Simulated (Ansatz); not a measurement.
```yaml
crystal:
  periodic: [false, false, false]
  atoms:
    - {symbol: Si, position_ang: [-1.026736, -0.205358, -0.366903]}
    - {symbol: Se, position_ang: [0.305975, 0.282141, -0.830181]}
    - {symbol: Ga, position_ang: [1.026141, 0.209034, 0.409818]}
    - {symbol: Cl, position_ang: [2.250333, 0.582785, 0.275731]}
    - {symbol: H, position_ang: [-0.783385, -0.413985, 0.553032]}
    - {symbol: H, position_ang: [-1.305893, -0.914751, -0.748994]}
    - {symbol: H, position_ang: [-1.505321, 0.447412, -0.496079]}
    - {symbol: H, position_ang: [0.705653, -0.088376, 1.178228]}
basis:
  gaussian: {orbitals: def2-mTZVPP}
hamiltonian: {xc: {name: CAM-B3LYP}, dispersion: d4}
output: {forces: true}
```

```sh
$ ansatz run in.yaml --threads 2 --pin off --events-out ev --progress --plain --max-ram 32768MiB --backend cpu
```

Shortened log:

```
Functional definition: CAM-B3LYP
1335 factors; integrals over basis functions are off by at most 6.6e-4 eV
420 factors; integrals over basis functions are off by at most 5.0e-6 eV
mean field evaluation 1: about -138090.0590 eV, gradient 5.1e1 eV
mean field evaluation 2: about -138091.3020 eV, gradient 5.2e1 eV
mean field evaluation 4: about -138094.6013 eV, gradient 2.5e0 eV
mean field evaluation 8: about -138094.6416 eV, gradient 4.4e-2 eV
mean field evaluation 16: about -138094.6416 eV, gradient 3.3e-5 eV
mean field -138094.64163975 eV, -5074.8844763508 hartree, gradient 3.3e-5 eV, S^2 0.000000; 0 other end points of the search recorded, 0 dependent functions left out
reference -138094.64175693 eV, -5074.8844806569 hartree; 50, 50 occupied and 96, 96 virtual orbitals, 1335 factors
Total energy: -138094.92585249 eV, -5074.8949209764 hartree
Atom 0 at    -1.026736    -0.205358    -0.366903 Å, force    -6.229304   -17.879079    21.677449 eV/Å
Atom 1 at     0.305975     0.282141    -0.830181 Å, force     6.319892    23.201829   -98.514053 eV/Å
Atom 2 at     1.026141     0.209034     0.409818 Å, force   -47.532706   -19.831846    38.458331 eV/Å
Atom 3 at     2.250333     0.582785     0.275731 Å, force   126.331132    37.798925    -9.088280 eV/Å
Atom 4 at    -0.783385    -0.413985     0.553032 Å, force     3.662799    -7.999102    31.417039 eV/Å
Atom 5 at    -1.305893    -0.914751    -0.748994 Å, force   -20.011782   -47.949446   -25.591968 eV/Å
Atom 6 at    -1.505321     0.447412    -0.496079 Å, force   -41.424881    52.114277    -9.169315 eV/Å
Atom 7 at     0.705653    -0.088376     1.178228 Å, force   -21.115150   -19.455558    50.810797 eV/Å
Dipole moment:    -0.091513    -0.034407     0.089993 e Å
```

In this input the geometry is squeezed to about two thirds of its size. The run converged. The result belongs to that input, not to the molecule as meant.
